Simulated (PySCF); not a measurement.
Molecule (SMILES): NB(F)F.
Geometry (B3LYP-D3(BJ)/def2-TZVP, fixed):
```xyz
6

B      0.0183    -0.0197     0.0248
F      1.2393    -0.4934    -0.2319
F     -0.5103    -0.2912     1.2198
N     -0.6792     0.7310    -0.9204
H     -1.5987     1.0964    -0.7469
H     -0.2993     0.9462    -1.8251
```
Charge 0, spin multiplicity 1.

How fast the mean static polarisability converges with the basis for several methods (PySCF): deviation from each method's own reference, in %. References: HF 21.78 bohr³, the value in d-aug-cc-pVTZ; PBE 26.33 bohr³, the value in d-aug-cc-pVTZ; PBE0 24.65 bohr³, the value in d-aug-cc-pVTZ. All functions are spherical. Density fitting with generated auxiliary sets. In sets without p functions on hydrogen, species with hydrogen take exact integrals. Species with rotatable bonds are taken in one conformer. No added dispersion term, no relativity. 

```tsv
basis	functions	HF	PBE	PBE0
STO-3G	22	-59.4	-61.5	-60.3
pcseg-0	40	-42.5	-42.1	-41.9
6-31G*	60	-29.1	-32.2	-30.8
cc-pVDZ	66	-26.6	-29.1	-27.9
def2-SVP	66	-29.2	-30.9	-30.0
6-311G**	84	-24.0	-26.5	-25.3
def2-SVPD	102	-3.1	-3.4	-3.1
6-311++G(2d,2p)	128	-6.8	-7.3	-7.0
jun-cc-pV(T+d)Z	184	-0.7	-1.1	-0.9
6-311++G(3df,3pd)	192	-1.9	-2.4	-2.1
aug-pcseg-2	230	-0.4	-0.5	-0.5
pcseg-3	306	-1.9	-2.9	-2.4
```

Mean absolute deviation over 6-311G**, 6-311++G(2d,2p), jun-cc-pV(T+d)Z, 6-311++G(3df,3pd), aug-pcseg-2: HF 6.8, PBE0 7.2, PBE 7.5 %.
